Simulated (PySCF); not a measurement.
C5H15NSi, triplet, at the geometry of the source list (a higher spin typed on purpose: for a closed-shell molecule this is an excited state); DF-B3LYP/def2-SV(P) (PySCF).

Here is a job for PySCF.
```python
from pyscf import gto, scf, dft

mol = gto.Mole()
mol.atom = '''
    C     1.686400   -1.006400    1.031900
    N     1.101300   -0.023300    0.152800
    C     1.987400    0.304100   -0.937700
    Si   -0.618600    0.150700    0.005700
    C    -1.480600   -1.211200   -1.032100
    C    -1.348500    0.122600    1.763800
    C    -0.954800    1.836600   -0.812300
    H     1.032600   -1.179200    1.881100
    H     1.859100   -1.961900    0.521200
    H     2.649300   -0.641600    1.400300
    H     2.180700   -0.561900   -1.583000
    H     1.555500    1.097100   -1.540100
    H     2.945800    0.649400   -0.540000
    H    -1.320400   -2.197000   -0.603200
    H    -2.553700   -1.054900   -1.092200
    H    -1.099300   -1.234600   -2.049800
    H    -0.802100    0.776600    2.435800
    H    -1.339800   -0.875900    2.190700
    H    -2.381100    0.455200    1.749400
    H    -2.003700    2.098500   -0.720400
    H    -0.718900    1.827400   -1.872200
    H    -0.376400    2.629800   -0.349500
'''
mol.basis = 'def2-sv(p)'
mol.charge = 0
mol.spin = 2
mol.verbose = 4
mol.build()

mf = dft.UKS(mol)
mf.xc = 'b3lyp'
mf = mf.density_fit(auxbasis='def2-universal-jkfit')
mf.kernel()
mf.analyze()
```

Problem. What does PySCF print? Leave out banner, timings and long lists.

Solution. 
```
PySCF version 2.14.0

[INPUT] verbose = 4
[INPUT] num. atoms = 22
[INPUT] num. electrons = 66
[INPUT] charge = 0
[INPUT] spin (= nelec alpha-beta = 2S) = 2
[INPUT] symmetry False subgroup None
[INPUT] Mole.unit = angstrom
[INPUT] Symbol           X                Y                Z      unit          X                Y                Z       unit  Magmom
[...]
nuclear repulsion = 413.389322821439
number of shells = 74
number of NR pGTOs = 240
number of NR cGTOs = 132
basis = def2-sv(p)
ecp = {}

******** <class 'pyscf.df.df_jk.DFUKS'> ********
method = DFUKS
initial guess = minao
damping factor = 0
level_shift factor = 0
DIIS = <class 'pyscf.scf.diis.CDIIS'>
diis_start_cycle = 1
diis_space = 8
diis_damp = 0
SCF conv_tol = 1e-09
SCF conv_tol_grad = None
SCF max_cycles = 50
direct_scf = False
number electrons alpha = 34  beta = 32
XC library pyscf.dft.libxc version 7.1.2
    S. Lehtola, C. Steigemann, M. J. T. Oliveira, and M. A. L. Marques,  SoftwareX 7, 1–5 (2018)
XC functionals = b3lyp
    P. J. Stephens, F. J. Devlin, C. F. Chabalowski, and M. J. Frisch,  J. Phys. Chem. 98, 11623 (1994)
radial grids:
    Treutler-Ahlrichs [JCP 102, 346 (1995); DOI:10.1063/1.469408] (M4) radial grids

becke partition: Becke, JCP 88, 2547 (1988); DOI:10.1063/1.454033
pruning grids: <function nwchem_prune>
grids dens level: 3
symmetrized grids: False
atomic radii adjust function: <function treutler_atomic_radii_adjust>
small_rho_cutoff = 0
Set gradient conv threshold to 3.16228e-05
tot grids = 250792
******** <class 'pyscf.df.df.DF'> ********
auxbasis = def2-universal-jkfit
init E= -543.803996605674

cycle= 1 E= -543.212844200826  delta_E= 0.591  |g|= 0.457  |ddm|=  7.8

cycle= 2 E= -542.917780945869  delta_E= 0.295  |g|= 0.812  |ddm|= 5.66

cycle= 3 E= -543.301847548513  delta_E= -0.384  |g|= 0.235  |ddm|= 4.99

cycle= 4 E= -543.333844590402  delta_E= -0.032  |g|= 0.0291  |ddm|= 1.74

cycle= 5 E= -543.334631505613  delta_E= -0.000787  |g|= 0.0214  |ddm|= 0.768

cycle= 6 E= -543.33494235062  delta_E= -0.000311  |g|= 0.0066  |ddm|= 0.137

cycle= 7 E= -543.335011359083  delta_E= -6.9e-05  |g|= 0.00378  |ddm|= 0.206

cycle= 8 E= -543.335030381344  delta_E= -1.9e-05  |g|= 0.0016  |ddm|= 0.0946

cycle= 9 E= -543.335034018722  delta_E= -3.64e-06  |g|= 0.00057  |ddm|= 0.0496

cycle= 10 E= -543.33503452149  delta_E= -5.03e-07  |g|= 0.000375  |ddm|= 0.019

cycle= 11 E= -543.335034672969  delta_E= -1.51e-07  |g|= 0.000126  |ddm|= 0.0117

[...]
converged SCF energy = -543.33503468587  <S^2> = 2.0049057  2S+1 = 3.0032687
Total Energy =                        -543.335034685870028
[...]
spin_pop of  21 H 1s        0.00516
spin_pop of  21 H 2s        0.00925
 ** Mulliken Spin Density (per atom)  **
spin density of  0 C =      0.07272
spin density of  1 N =      0.79980
spin density of  2 C =      0.07277
spin density of  3 Si =      0.05153
spin density of  4 C =      0.15106
spin density of  5 C =      0.03036
spin density of  6 C =      0.03035
spin density of  7 H =      0.03194
spin density of  8 H =      0.15331
spin density of  9 H =      0.09652
spin density of  10 H =      0.15345
spin density of  11 H =      0.03195
spin density of  12 H =      0.09655
spin density of  13 H =      0.02996
spin density of  14 H =      0.05316
spin density of  15 H =      0.03001
spin density of  16 H =      0.01441
spin density of  17 H =      0.01463
spin density of  18 H =      0.02824
spin density of  19 H =      0.02824
spin density of  20 H =      0.01463
spin density of  21 H =      0.01441
 ** Mulliken pop alpha/beta on meta-lowdin orthogonal AOs **
 ** Mulliken pop       alpha | beta **
In total            34.00000 | 32.00000
 ** Mulliken atomic charges   ( Nelec_alpha | Nelec_beta ) **
charge of  0C =     -0.22436  (     3.14854      3.07582 )
charge of  1N =     -0.09023  (     3.94501      3.14522 )
charge of  2C =     -0.22440  (     3.14859      3.07581 )
charge of  3Si =      0.91273  (     6.56940      6.51787 )
charge of  4C =     -0.50573  (     3.32839      3.17733 )
charge of  5C =     -0.52353  (     3.27695      3.24659 )
charge of  6C =     -0.52352  (     3.27694      3.24658 )
charge of  7H =      0.08497  (     0.47348      0.44154 )
charge of  8H =      0.05634  (     0.54849      0.39518 )
charge of  9H =      0.06467  (     0.51593      0.41940 )
charge of  10H =      0.05623  (     0.54861      0.39516 )
charge of  11H =      0.08498  (     0.47348      0.44154 )
charge of  12H =      0.06465  (     0.51595      0.41940 )
charge of  13H =      0.07914  (     0.47541      0.44545 )
charge of  14H =      0.07471  (     0.48922      0.43606 )
charge of  15H =      0.07909  (     0.47546      0.44545 )
charge of  16H =      0.08828  (     0.46306      0.44865 )
charge of  17H =      0.09159  (     0.46152      0.44689 )
charge of  18H =      0.08726  (     0.47049      0.44225 )
charge of  19H =      0.08725  (     0.47050      0.44225 )
charge of  20H =      0.09160  (     0.46151      0.44688 )
charge of  21H =      0.08828  (     0.46307      0.44865 )
Dipole moment(X, Y, Z, Debye):  0.49140,  0.78872,  0.60134
```
